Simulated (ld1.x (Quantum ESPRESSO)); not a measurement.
# What the settings do to the PAW potential of technetium (Tc)

Base potential:

* Element: technetium (Tc)
* Generator: ld1.x (Quantum ESPRESSO) 7.5
* Type: PAW
* Functional: PW91
* Relativity: fully relativistic
* Frozen core: [Ar] 3d10 4s2
* Valence charge: 13
* Reference configuration: 4p6 4d6 5s1 5p0
* Partial waves: 5s (bound): rcut 2.85, rcutus 3.15 bohr; 5s channel at 0.75 Ry: rcut 2.85, rcutus 3.15 bohr; 4p (bound): rcut 1.55, rcutus 1.65 bohr; 5p (bound, empty): rcut 1.55, rcutus 1.65 bohr; 4d (bound): rcut 1.75, rcutus 2.10 bohr; 4d channel at 3.2 Ry: rcut 1.75, rcutus 2.10 bohr
* Local potential: all-electron potential smoothed inside 1.30 bohr (lloc = -2)
* Core correction: a·sin(br)/r model core, default radius (ld1.x builds one for every PAW set, though the input has nlcc=.false.)
* Augmentation charge: BESSEL, radius 1.70 bohr

Open shells are filled in proportion to 2j + 1 (rel_dist='average').

Cutoffs, loose and tight: the cutoffs (Ry, on a coarse ladder) from which the occupation-weighted sum of valence levels, in a spherical-Bessel basis at the reference potential, stays within 10 and 1 mRy of its value at 400 Ry. They do not see the model core or the augmentation charge, which bear on the density cutoff. Test errors are all-electron minus pseudo excitation energies from the reference, over the configurations 4p6 4d5 5s2 5p0; 4p6 4d5 5s1 5p0; 4p6 4d5 5s0 5p0; 4p6 4d3 5s0 5p0; 4p6 4d5 5s1 5p1; 4p6 4d4 5s2 5p1; 4p6 4d5 5s0 5p2. A dash means not determined; rows that change the core or the reference have their own tests. The largest error is taken over the tests solved by every variant that gives reliable tests at all: 4p6 4d3 5s0 5p0; 4p6 4d5 5s0 5p0; 4p6 4d5 5s1 5p0; 4p6 4d5 5s1 5p1; 4p6 4d5 5s2 5p0.

Cutoffs are not given where the Bessel-basis levels miss the radial ones by over 6 mRy, ghosts where they miss by over 20 mRy; a channel whose overlap is not positive is not tested.

The default core radius of the base comes out at 0.72 bohr.

```csv
change,outcome,bound ghosts,largest test error (meV)
base,generated,not determined,-134
local potential all-electron potential smoothed inside 2.00 bohr (lloc = -2),generated,not determined,-142
"core [Ar] 3d10, valence charge 15; reference 4s2 4p6 4d5 5s1.75 5p0; waves now 4s (bound): rcut 1.55, rcutus 1.85 bohr; 5s (bound): rcut 1.55, rcutus 1.85 bohr; 4p (bound): rcut 1.55, rcutus 1.85 bohr; 5p (bound): rcut 1.55, rcutus 1.85 bohr; 4d (bound): rcut 1.85, rcutus 2.55 bohr; 4d channel at 3.2 Ry: rcut 1.85, rcutus 2.55 bohr; local potential all-electron potential smoothed inside 2.50 bohr (lloc = -2); augmentation BESSEL, radius 1.40 bohr",generated,not determined,-4.1 over the solved tests; 2 of 7 tests not solved or not reliable
"waves 4d (bound): rcut 1.75, rcutus 2.30 bohr; 4d channel at 3.2 Ry: rcut 1.75, rcutus 2.30 bohr",generated,not determined,-132
core correction a·sin(br)/r model core inside 2.04 bohr,generated,not determined,-144
"all radii but the core radius scaled by about 1.35 (s 4.24, p 2.22, d 2.84 bohr, rcut 3.84/2.10/2.36); local potential all-electron potential smoothed inside 1.76 bohr (lloc = -2); augmentation BESSEL, radius 2.30 bohr",generated,not determined,+185
"wave 5s channel at 0.75 Ry: rcut 2.85, rcutus 3.15 bohr becomes 5s channel at 5.55 Ry: rcut 2.85, rcutus 3.15 bohr",generated,not determined,test run stopped at test 1 of 7 (negative rho)
```

Problem. What comes out with this change to the base: type ultrasoft; local potential all-electron potential smoothed inside 1.95 bohr (lloc = -2); core correction none; augmentation PSQ, radius 1.25 bohr?

Solution. outcome: failed: chargeps: negative rho. Cause: the spherical valence density built from the smooth waves and the augmentation charge turned negative at some radius.
